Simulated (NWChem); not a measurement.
Molecule: ZnIF; SMILES [Zn]([I])[F]

```xyz
3

Zn    -0.1716     1.1237     0.0000
F     -0.4213     2.8480     0.0000
I      0.1743    -1.2605     0.0000
```
Atoms are numbered in this order, from 1.

All runs use the structure optimised with PBE0/def2-SVP. Not confirmed as a minimum by frequencies. def2 effective core potentials on I; no spin-orbit coupling.

Q: List the 4 lowest vertical singlet excitations from PBE0/def2-SVPD with def2 effective core potentials on I, TDA (NWChem).

A: 
```tsv
state	energy (eV)	oscillator strength	leading excitation (squared amplitude)
S1	4.88	0.021	HOMO → LUMO (0.77)
S2	4.88	0.021	HOMO−1 → LUMO (0.77)
S3	6.36	0.000	HOMO−1 → LUMO+2 (0.40)
S4	6.38	0.000	HOMO−1 → LUMO+2 (0.25)
```
